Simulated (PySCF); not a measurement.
GaH5OP2. Atoms are numbered in the order given.

```xyz
9

Ga     0.2256    -0.0912    -0.0710
O      1.8529    -0.5871    -0.6580
H      2.4417    -0.9759     0.0013
P     -0.3030    -0.2742     2.2095
H      0.2505    -1.5890     2.3195
H     -1.6241    -0.7468     1.9359
P     -1.0248     0.9748    -1.7280
H     -2.2505     0.3597    -1.3224
H     -0.7160    -0.0332    -2.6929
```

Geometry optimised at B3LYP-D3(BJ)/def2-SVP. The structure was generated by enumeration; whether it is a known compound was not checked. The values are those of a single conformer.

Method: PySCF with PBE/pcSseg-1.

GIAO shieldings, no solvent; atoms listed in one row are averaged. δ = σ(ref) − σ: ¹⁷O against H2O (σ = 334.3 ppm); ¹H against TMS (σ = 31.49 ppm); ³¹P against PH3 (σ = 576.8 ppm), references at their B3LYP-D3(BJ)/def2-TZVP geometries, non-relativistic.

Question: Estimate the chemical shifts. (An estimate is asked for; the answer gives what the named calculation found.)

Answer: 
```json
[
 {"nucleus": "¹⁷O", "atoms": "O2", "count": "1", "δ (ppm)": "164.7"},
 {"nucleus": "¹H", "atoms": "H3", "count": "1", "δ (ppm)": "4.39"},
 {"nucleus": "¹H", "atoms": "H9", "count": "1", "δ (ppm)": "2.29"},
 {"nucleus": "¹H", "atoms": "H6", "count": "1", "δ (ppm)": "2.02"},
 {"nucleus": "¹H", "atoms": "H5", "count": "1", "δ (ppm)": "2.01"},
 {"nucleus": "¹H", "atoms": "H8", "count": "1", "δ (ppm)": "1.74"},
 {"nucleus": "³¹P", "atoms": "P4", "count": "1", "δ (ppm)": "25.0"},
 {"nucleus": "³¹P", "atoms": "P7", "count": "1", "δ (ppm)": "15.6"}
]
```
